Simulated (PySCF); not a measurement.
Isomers of C6H7NS, mass 125.030 u with the commonest isotopes. The calculation used PBE0-D3(BJ)/def2-SVP geometry optimisation, gas phase in PySCF 2.14.0. One conformer each, none proved a minimum here; rigid rotors.

Question: Order these by radius of gyration √(Σ m r²/M), largest first.
A. `[CH3:1][S:2][c:3]1[cH:4][cH:5][cH:6][cH:7][n:8]1` with C1–S2–C3–C4 180°
B. `[CH2:1]=[CH:2][CH2:3][c:4]1[cH:5][n:6][s:7][cH:8]1` with C1–C2–C3–C4 119°, C2–C3–C4–C5 -54°
C. `[SH:1][CH2:2][c:3]1[cH:4][cH:5][cH:6][cH:7][n:8]1` with H–S1–C2–C3 55°, S1–C2–C3–C4 110°

Answer: B (2.223 Å), C (2.138 Å), A (2.047 Å).

Question: Order these by out-of-plane moment Σ m c² = (Ia + Ib − Ic)/2, smallest first.
A. `[SH:1][CH2:2][c:3]1[cH:4][cH:5][cH:6][cH:7][n:8]1` with H–S1–C2–C3 55°, S1–C2–C3–C4 110°
B. `[CH3:1][S:2][c:3]1[cH:4][cH:5][cH:6][cH:7][n:8]1` with C1–S2–C3–C4 180°
C. `[CH2:1]=[CH:2][CH2:3][c:4]1[cH:5][n:6][s:7][cH:8]1` with C1–C2–C3–C4 119°, C2–C3–C4–C5 -54°

Answer: B (1.61 u·Å²), C (14.28 u·Å²), A (26.18 u·Å²).

Question: Order these by rotational constant C, largest first.
A. `[SH:1][CH2:2][c:3]1[cH:4][cH:5][cH:6][cH:7][n:8]1` with H–S1–C2–C3 55°, S1–C2–C3–C4 110°
B. `[CH3:1][S:2][c:3]1[cH:4][cH:5][cH:6][cH:7][n:8]1` with C1–S2–C3–C4 180°
C. `[CH2:1]=[CH:2][CH2:3][c:4]1[cH:5][n:6][s:7][cH:8]1` with C1–C2–C3–C4 119°, C2–C3–C4–C5 -54°

Answer: B (967.2 MHz), A (926.9 MHz), C (837.2 MHz).

```json
{"SMILES": "CSc1ccccn1", "point group": "Cs", "Ia (u·Å²)": "117.40", "Ib (u·Å²)": "408.35", "Ic (u·Å²)": "522.53", "κ": "-0.84", "μa (D)": "1.13", "μb (D)": "0.01", "μc (D)": "0.01"}
{"SMILES": "C=CCc1cnsc1", "point group": "C1", "Ia (u·Å²)": "94.21", "Ib (u·Å²)": "537.97", "Ic (u·Å²)": "603.62", "κ": "-0.95", "μa (D)": "1.64", "μb (D)": "2.10", "μc (D)": "0.14"}
{"SMILES": "SCc1ccccn1", "point group": "C1", "Ia (u·Å²)": "118.05", "Ib (u·Å²)": "479.54", "Ic (u·Å²)": "545.24", "κ": "-0.92", "μa (D)": "2.44", "μb (D)": "1.05", "μc (D)": "0.28"}
```
